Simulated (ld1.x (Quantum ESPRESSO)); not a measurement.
Before and after: TM potential for Ho (Z = 67)

```
Element                 : holmium
Generator               : ld1.x (Quantum ESPRESSO) 7.5
Type                    : norm-conserving Troullier–Martins (Kleinman–Bylander form)
Functional              : PBE
Relativity              : fully relativistic
Frozen core             : [Xe] 4f10
Valence charge          : 3
Reference configuration : 5d1 6s2 6p0
Partial waves           : 6p (bound, empty): rc 3.80 bohr; 5d (bound): rc 2.95 bohr; 6s (bound): rc 2.50 bohr
Local potential         : the s channel
Core correction         : none
```

Open shells are filled in proportion to 2j + 1 (rel_dist='average').

All-electron outer shells of the reference configuration (PBE, scalar-relativistic, ld1.x):

| shell | level (eV) | outermost node (bohr) | outermost maximum (bohr) |
| --- | --- | --- | --- |
| 5p | -29.13 | 0.66 | 1.28 |
| 4f | -9.36 | – | 0.52 |
| 6s | -4.34 | 1.52 | 3.26 |
| 5d | -2.20 | 0.74 | 1.91 |
| 6p | -1.33 | 1.84 | 4.46 |

Change: all radii scaled by about 0.75 (s 1.86, p 2.84, d 2.20 bohr).

Cutoffs: the cutoffs (Ry, on a coarse ladder) from which the occupation-weighted sum of valence levels, in a spherical-Bessel basis at the reference potential, stays within 10 and 1 mRy of its value at 400 Ry; they do not see the model core or the augmentation charge, which bear on the density cutoff. Errors are all-electron minus pseudo energies relative to the spin-unpolarised reference configuration.

What does the change do?

A bound ghost appears in p, s, which as a rule spoils a file; the miss of the reference levels goes from 0.00 to 0.28 eV; of the 7 tests that both files solve, the error grows in 6 and shrinks in 1 by more than 15 % and 0.3 meV (median size 36.4 → 113.3 meV).

```tsv
quantity	base	changed
cutoffs, loose and tight	15 Ry, 25 Ry	not determined
bound ghosts	none	p1/2, p3/2, s (extra level of the local part)
largest miss of a reference level, eV	0.00	0.28
error for 5d1 6s1 6p0, meV [ΔE 6.94 eV]	+3.6	-33
error for 5d1 6s0 6p0, meV [ΔE 19.54 eV]	+193	+275
error for 5d1 6s1.5 6p0, meV [ΔE 2.80 eV]	-0.2	-22
error for 5d0 6s2 6p0, meV [ΔE 5.73 eV]	+209	-66
error for 5d1.5 6s1.5 6p0, meV [ΔE 1.11 eV]	+18	+113
error for 5d1 6s0 6p1, meV [ΔE 10.77 eV]	+36	+120
error for 5d2 6s1 6p0, meV [ΔE 2.28 eV]	+58	+223
```

 A true bound ghost makes a file unfit for plane-wave use even where its test errors are small: the radial tests pick states by their node count and pass the ghost by.
